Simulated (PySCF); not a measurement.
CHI₂, multiplicity 2. Atoms are numbered in the order given.

```xyz
4

I     -0.0019     0.0698    -1.8212
C      0.0657    -0.9044     0.0000
I     -0.0019     0.0698     1.8212
H     -0.1884    -1.9679     0.0000
```
Charge 0, spin multiplicity 2.

Geometry optimised at r2SCAN-D4/def2-SVP. The isomer is the one that the SMILES or the coordinates give; other isomers of the formula were not compared. The def2 effective core potentials stand for the cores of I; spin–orbit coupling is left out.

These are M06-2X/def2-TZVPD in PySCF values and carry that method's errors.

Mulliken values depend strongly on the basis, most of all with diffuse functions as here. ESP charges are fitted to the potential on shells at 1.4 to 2.0 van der Waals radii. Atomic charges (e):

```json
[
 {"atom": "I1", "ESP fit": "[?]", "Mulliken": "-0.03", "Mulliken spin": "0.06"},
 {"atom": "C2", "ESP fit": "[?]", "Mulliken": "-0.33", "Mulliken spin": "1.00"},
 {"atom": "I3", "ESP fit": "[?]", "Mulliken": "-0.03", "Mulliken spin": "0.06"},
 {"atom": "H4", "ESP fit": "[?]", "Mulliken": "0.38", "Mulliken spin": "-0.11"}
]
```

**Question.** Complete the blanks. (The exact figures need the calculation; the answer reports its results.)

**Answer.** 
- I1, ESP fit: 0.06
- C2, ESP fit: -0.37
- I3, ESP fit: 0.06
- H4, ESP fit: 0.25
